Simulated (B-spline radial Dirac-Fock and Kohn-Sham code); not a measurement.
## Photoemission from Pb²⁺ at 15000 eV, detector at θ = 30°, φ = 0°

System: Pb²⁺ in the configuration [Xe] 4f14 5d10 6s2. Method: Dirac-Hartree-Slater photoionisation with a Latter tail; cross sections with all multipoles, angular parameters from the dipole term and its interference with E2. Computed with a radial B-spline solver. Thresholds are orbital energies of the model. For linearly polarised light dσ/dΩ = σ/(4π) [1 + β P₂(cos θ) + (δ + γ cos²θ) sin θ cos φ], with θ from the polarisation vector and φ the angle between the beam and the projection of the electron momentum on the plane normal to the polarisation. The dipole factor is 1 + βP₂ and the non-dipole term is the rest of the bracket. Open shells are filled statistically over j.

Input of the calculation (task.json; shells as n, l, electrons):

```json
{"items": [{
  "Z": 82,
  "q": 2,
  "cfg": [[1, 0, 2], [2, 0, 2], [2, 1, 6], [3, 0, 2], [3, 1, 6], [3, 2, 10], [4, 0, 2], [4, 1, 6], [4, 2, 10], [4, 3, 14], [5, 0, 2], [5, 1, 6], [5, 2, 10], [6, 0, 2]],
  "A": 208,
  "rrms": 5.5012,
  "do": "xps",
  "hv": [53.1, 55.8, 70.4, 80, 130.0, 164.0, 218.0, 404.0, 482.0, 490.0, 603.0, 859.0, 1000, 1060.0, 1253.6, 1320.0, 1510.0, 2800.0, 2984.4, 3000.0, 4000, 5414.7, 5580.0, 7720.0, 8710.0, 9000.0, 11200.0, 11500.0, 12000, 15000]
}]}
```

Command: `python xray2_run.py task.json out`

```csv
subshell,threshold (eV),σ (kb),β,γ,δ,dipole factor,non-dipole term,dσ/dΩ (kb/sr)
2p3/2,13057.2,22.4,1.40,-0.41,0.048,1.874,-0.130,3.11
3s,3842.7,2.09,1.92,-0.18,-0.004,2.202,-0.069,0.355
3p1/2,3567.8,2.45,1.54,0.81,0.021,1.960,+0.315,0.443
3p3/2,3072.2,3.82,1.68,1.02,0.043,2.052,+0.405,0.747
3d3/2,2612.3,1.47,1.17,1.95,0.230,1.728,+0.847,0.302
3d5/2,2506.2,1.85,1.01,1.88,0.271,1.630,+0.842,0.363
4s,894.8,0.563,1.93,-0.11,-0.004,2.203,-0.044,0.0967
4p1/2,774.1,0.590,1.53,0.98,0.019,1.958,+0.378,0.110
4p3/2,652.0,0.901,1.68,1.18,0.037,2.053,+0.462,0.180
4d3/2,452.9,0.329,1.14,1.99,0.215,1.710,+0.855,0.0672
4d5/2,429.8,0.411,0.97,1.90,0.262,1.604,+0.844,0.0800
4f5/2,170.4,0.0237,0.61,1.90,0.592,1.381,+1.008,0.00451
4f7/2,165.1,0.0283,0.59,1.83,0.619,1.366,+0.996,0.00531
5s,170.5,0.124,1.93,-0.09,-0.004,2.204,-0.036,0.0213
5p1/2,128.6,0.114,1.53,1.02,0.018,1.957,+0.391,0.0214
5p3/2,105.2,0.168,1.68,1.22,0.036,2.052,+0.474,0.0338
5d3/2,46.20,0.0418,1.13,2.00,0.213,1.707,+0.856,0.00853
5d5/2,43.33,0.0509,0.96,1.90,0.260,1.598,+0.844,0.00989
6s,31.33,0.0173,1.93,-0.08,-0.004,2.204,-0.034,0.00299
```
